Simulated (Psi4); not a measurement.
Pair of molecules, SMILES [SiH4] with SMILES C[SiH3] (the first has 5 atoms); geometry from B3LYP-D3(BJ)/def2-TZVP.
(charge 0, multiplicity 1):
```xyz
13

Si     0.01589    -0.30159     0.19160
H     -1.17820    -0.19755     1.05936
H     -0.36600    -0.03245    -1.21293
H      0.57666    -1.66818     0.29681
H      1.03144     0.68019     0.63078
C      0.83062    -0.75784     4.03037
Si    -0.38618     0.64894     4.27898
H      0.64840    -1.28090     3.09046
H      0.74497    -1.48667     4.83851
H      1.85697    -0.38697     4.01738
H     -0.21720     1.68482     3.23246
H     -0.17098     1.28528     5.60184
H     -1.78134     0.14953     4.22216
```

Computed with SAPT0/jun-cc-pV(D+d)Z in Psi4 1.11.

Problem. Give the four SAPT terms and the total, and say what mostly holds the pair together.

Solution. electrostatics -0.48, exchange 2.05, induction -0.23, dispersion -1.55, total -0.20 kcal/mol; the largest attraction is dispersion.
